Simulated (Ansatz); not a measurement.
Mulliken charges of `[F][Ge]([F])([F])[SeH]` from B3LYP/def2-TZVPP in Ansatz (PBE0-D4/def2-TZVP geometry).

| atom | x (Å) | y (Å) | z (Å) | charge (e) |
| --- | --- | --- | --- | --- |
| F1 | 0.616 | -0.649 | 1.618 | -0.336 |
| Ge2 | 0.138 | -0.488 | -0.015 | 1.073 |
| F3 | -1.426 | -1.176 | -0.070 | -0.336 |
| F4 | 1.159 | -1.504 | -0.934 | -0.338 |
| Se5 | 0.260 | 1.658 | -0.833 | -0.147 |
| H6 | -0.705 | 2.096 | 0.188 | 0.084 |

Problem. By hand: the dipole of these point charges (1 e Å = 4.8032 D).

Solution. Σ q r = (-0.069, 0.530, -0.082) e Å, of length 0.541 e Å = 2.60 D.

Problem. How does the dipole of the full density compare? (Estimate.)

Solution. Computed: (-0.059, 0.586, -0.112) e Å, 2.88 D; the point charges give 0.90 times that, at 3° from its direction.

Point charges leave out the atoms' own dipoles, such as those of lone pairs, and Mulliken's split depends on the basis, so the close match here is no proof of good charges.

B3LYP here is the variant with VWN-RPA as its local correlation; programs differ in this.
